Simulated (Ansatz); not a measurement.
Molecule: NaO, net charge 0, doublet state. 
Coordinates optimised at B3LYP-D3(BJ)/def2-TZVP (Ansatz, an electronic-structure program):
SMILES: [O][Na]
```xyz
2

Na     0.0000     0.0000    -0.8640
O      0.0000     0.0000     1.1879
```
Charge 0, spin multiplicity 2.

Atomisation energy built up term by term with Ansatz (kcal/mol; UHF references for open shells; valence terms freeze the core; atomic spin-orbit terms are left out; no core correlation term is included; no scalar relativity (X2C) term is included). CBS(X,Y): correlation extrapolated as X^-3; Hartree-Fock from the larger set.

```tsv
term	basis	kcal/mol
Hartree-Fock	def2-QZVPPD	(withheld)
CCSD correlation	CBS(def2-TZVPPD,def2-QZVPPD)	40.15
(T)	CBS(def2-TZVPPD,def2-QZVPPD)	(withheld)
sum: De		(withheld)
```

Problem. What belongs in the gaps?

Solution. 
- Hartree-Fock, kcal/mol: 20.61
- (T), kcal/mol: 3.00
- sum: De, kcal/mol: 63.8
